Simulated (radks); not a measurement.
Results of a calculation; reference values are marked as such.
Eu IV, 60 electrons, occupied as [Xe] 4f6.

Code: a radial shooting solver on a logarithmic mesh with Libxc functionals. Model: scalar-relativistic Kohn-Sham, BLYP, spin-polarised, spherical densities, finite nucleus; open shells are filled with parallel spins first (spin-orbit coupling, left out, can overturn this in heavy ions); Fermi nuclear charge, rms radius 5.1115 fm.

Energy parts (hartree):
total: -10842.8240
kinetic: 11615.3184
electron-nucleus: -26359.2500
Hartree: 4143.2054
exchange-correlation: -242.0979

Orbitals (lengths in bohr, moments of r in powers of bohr; <r^-3> diverges for s and p1/2; r(90%) holds 90 % of the orbital's charge):
| orbital | occ. | eigenvalue (hartree) | r(90%) | <r^-3> |
|---|---|---|---|---|
| 1s up | 1 | -1778.630 | 0.0403 | - |
| 1s down | 1 | -1778.630 | 0.0403 | - |
| 2s up | 1 | -293.0337 | 0.147 | - |
| 2s down | 1 | -293.0322 | 0.147 | - |
| 2p up | 3 | -261.2406 | 0.137 | 10780 |
| 2p down | 3 | -261.2396 | 0.137 | 10780 |
| 3s up | 1 | -65.41581 | 0.366 | - |
| 3s down | 1 | -65.33731 | 0.366 | - |
| 3p up | 3 | -55.52006 | 0.371 | 2243 |
| 3p down | 3 | -55.44201 | 0.371 | 2248 |
| 3d up | 5 | -42.26988 | 0.352 | 303.6 |
| 3d down | 5 | -42.20971 | 0.352 | 304.3 |
| 4s up | 1 | -13.97629 | 0.812 | - |
| 4s down | 1 | -13.78483 | 0.812 | - |
| 4p up | 3 | -10.71577 | 0.870 | 499.5 |
| 4p down | 3 | -10.52598 | 0.871 | 498.7 |
| 4d up | 5 | -6.17071 | 0.978 | 56.44 |
| 4d down | 5 | -5.98418 | 0.981 | 56.22 |
| 4f up | 6 | -1.26905 | 1.47 | 7.549 |
| 4f down | 0 | -1.10509 | 1.56 | 7.236 |
| 5s up | 1 | -2.70835 | 1.93 | - |
| 5s down | 1 | -2.61313 | 1.96 | - |
| 5p up | 3 | -1.89256 | 2.25 | 73.42 |
| 5p down | 3 | -1.82140 | 2.30 | 69.15 |

The highest occupied level is 4f up at -34.533 eV. The density falls to 0.001 e/bohr^3 at r = 3.29 bohr. Summed over all electrons, <r^2> = 35.76 bohr^2, which gives a Langevin (diamagnetic) susceptibility term of -28.3 x 10^-6 cm^3/mol. For comparison, the ionisation energy in NIST's Atomic Spectra Database is 42.9 eV (semi-empirical). In exact Kohn-Sham theory the highest level is minus the ionisation energy, but local and semilocal functionals leave it too shallow, through self-interaction and a potential that decays too fast; potentials with the right tail come closer.
